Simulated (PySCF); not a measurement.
## How methods differ on the excitation energy of Er(2+)

Er(2+) [Xe] 4f12 (high-spin determinant) → Er(2+) [Xe] 4f11 6s1 (high-spin determinant), as a difference of total energies. Calculation: PySCF 2.14, in cc-pVDZ-X2C (8s7p5d3f1g, 84 functions); the spin-free X2C one-electron Hamiltonian (Gaussian nucleus). Correlated levels: valence: [Kr] 4d10 frozen; valence and next inner shell: [Ar] 3d10 frozen. The calculations carry no spin-orbit coupling.

```json
{"method": "UHF", "excitation energy (eV)": "-0.586"}
{"method": "LDA", "excitation energy (eV)": "4.024"}
{"method": "PBE", "excitation energy (eV)": "3.623"}
{"method": "PBE0", "excitation energy (eV)": "2.841"}
{"method": "r2SCAN", "excitation energy (eV)": "2.863"}
{"method": "MP2 (valence)", "excitation energy (eV)": "3.131"}
{"method": "SCS-MP2 (valence)", "excitation energy (eV)": "2.730"}
{"method": "MP2 (valence and next inner shell)", "excitation energy (eV)": "3.490"}
{"method": "SCS-MP2 (valence and next inner shell)", "excitation energy (eV)": "2.963"}
```

Task: How much does correlation contribute at MP2 (valence and next inner shell)?

Result: 3.490 − (-0.586) = 4.076 eV, measured against UHF.

A first-order spin-orbit estimate (lowest level to lowest level, LS coupling) adds -0.212 eV.

The basis was made for the ground configuration and has no added diffuse functions, so the excitation energy can come out too high.

The determinant of the upper state and of the lower state mixes LS terms, which raises its energy above the lowest term, most at the Hartree-Fock and MP2 levels.
